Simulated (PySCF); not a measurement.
CH₆O₂Si₂, SMILES O[Si@H]1OC[SiH2]1.

Coordinates come from a ωB97X-D3(BJ)/def2-SVP optimisation. The structure was generated by enumeration; whether it is a known compound was not checked. The values are those of a single conformer.

The numbers are results of PBE/def2-TZVP (PySCF), not measurements.

Gas-phase values at a fixed geometry.

Computed frontier levels, gap, dipole moment and polarisability:
The highest occupied level comes out as -6.32 eV, the lowest empty level is -1.16 eV and the orbital gap is 5.16 eV. The dipole moment is 1.81 D, the quadrupole, principal values (traceless, Buckingham form, about the centre of nuclear charge) comes out as -5.39, -1.40, 6.79 D·Å and the mean static polarisability is 72.6 bohr³ (10.75 Å³). The polarisability, principal values comes out as 64.9, 68.3, 84.5 bohr³.
